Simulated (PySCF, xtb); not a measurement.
C₈H₅N₅, SMILES C1=CC2=NC=NC3=NC=CC(=N1)N23.

Harmonic wavenumbers (cm⁻¹) from xtb 6.7.1 with GFN2-xTB at its own minimum, in rising order: 103, 119, 194, 217, 402, 429, 435, 451, 462, 476, 488, 560, 664, 667, 686, 769, 786, 808, 819, 821, 853, 904, 908, 921, 1075, 1080, 1099, 1111, 1118, 1148, 1221, 1233, 1241, 1267, 1296, 1343, 1351, 1453, 1493, 1547, 1560, 1580, 1592, 3062, 3071, 3073, 3144, 3146.

Problem. What does B3LYP-D3(BJ)/def2-SVP (PySCF) give at its own minimum? (The exact figures need the calculation; the answer reports its results.)

Solution. 119, 141, 226, 244, 455, 461, 488, 492, 495, 509, 519, 599, 668, 724, 749, 816, 837, 841, 846, 871, 881, 1010, 1011, 1018, 1068, 1076, 1101, 1125, 1145, 1186, 1256, 1280, 1298, 1331, 1360, 1433, 1437, 1528, 1561, 1621, 1625, 1691, 1691, 3154, 3163, 3164, 3244, 3244. Paired by order, the mean absolute difference is 54 cm⁻¹ and the zero-point energies are 77.6 and 81.2 kcal/mol.
